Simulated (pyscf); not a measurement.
Single points on ωB97X-D3(BJ)/def2-SVP structures (PySCF, gas phase). Correlated levels are frozen-core, on RHF or UHF. ΔMP2 is the change of the MP2 total energy from the triple- to the quadruple-zeta basis.

Problem. Estimate the classical barrier height and the reaction energy of HO–PH• → •O–PH₂ at CCSD(T)/def2-TZVPP + ΔMP2(QZVPP). The step runs on the doublet surface, breaks H–O and forms H–P; take the reactant's lowest minimum found as zero.

Solution. ΔE‡ = 52.3 kcal/mol, ΔE = +8.5 kcal/mol. Zero-point energy shifts the barrier by -3.7 kcal/mol. It is a hydrogen shift, with an imaginary mode of 1849i cm⁻¹. This is the saddle that the search found; another between the same sides may lie lower. The CCSD(T) − MP2 part came from Ansatz, without density fitting, on the same reference.
